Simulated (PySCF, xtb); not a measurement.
B2F4, charge -1, multiplicity 2. Atoms are numbered in the order given.

```xyz
6

F      0.0000     1.1520    -1.6179
B      0.0000     0.0000    -0.8185
F      0.0000    -1.1520    -1.6179
B      0.0000     0.0000     0.8185
F      0.0000     1.1520     1.6179
F      0.0000    -1.1520     1.6179
```
Charge -1, spin multiplicity 2.

The structure is a stationary point at PBE-D3(BJ)/def2-SVPD. The spin state was assumed, not searched. Other conformers were not sampled.

Computed with C-PCM-ωB97X/def2-SVPD (PySCF).

The values are the electrostatic part of the solvation free energy, E(continuum) − E(gas) at the gas-phase geometry, in a cavity of scaled van der Waals radii (PySCF's table); cavitation and dispersion terms are not included.

```
solvent           ε  ΔG(elec) (kcal/mol)
------------  -----  -------------------
water         78.36                -53.0
acetonitrile  35.69                -52.2
benzene        2.27                -30.0
```

For comparison, GFN2-xTB/ALPB(water) (xtb, at the GFN2-xTB geometry, all terms of that model) gives -56.1 kcal/mol.
